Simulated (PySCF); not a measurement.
Problem. Write Cartesian coordinates for InChI=1S/C3H7BrOSi/c4-6-3-1-2-5-6/h6H,1-3H2/t6-/m1/s1 as optimised with PBE0-D3(BJ)/def2-SVP.

Solution. 
```xyz
13
C3H7BrOSi angstrom
Br     3.397    1.902    0.931
Si     1.520    0.752    1.284
C     -0.003    1.838    1.070
C     -0.854    0.962    0.136
C      0.103    0.179   -0.766
O      1.177   -0.298    0.031
H      1.728    0.002    2.546
H     -0.519    2.106    2.003
H      0.304    2.776    0.580
H     -1.572    1.550   -0.458
H     -1.439    0.245    0.735
H      0.495    0.825   -1.575
H     -0.391   -0.684   -1.239
```

Any rigid rotation of these coordinates is as good. Atoms count from 1 in this order. Si2 (oxygen-bound silicon) has angles from 96.4° to 120.1°. The 5-membered ring Si2–C3–C4–C5–O6 has internal angles of 96.4° to 111.4° (sum 525°, against 540° for a flat polygon); it is puckered, 0.17 Å rms from its mean plane, widest ring torsion 43°.

Bonds between heavy atoms (Å): Br1–Si2 2.229, Si2–C3 1.882, C3–C4 1.537, C4–C5 1.530, C5–O6 1.420, Si2–O6 1.671.

The calculation used PBE0-D3(BJ)/def2-SVP geometry optimisation, gas phase (PySCF 2.14.0).

Point group: C1 (no symmetry element, even within 0.4 Å). Not checked by PBE0-D3(BJ)/def2-SVP frequencies. The numbers are those of one conformer (Br1–Si2–C3–C4 131°, Si2–C3–C4–C5 -32°, C3–C4–C5–O6 43°, C4–C5–O6–Si2 -32°).
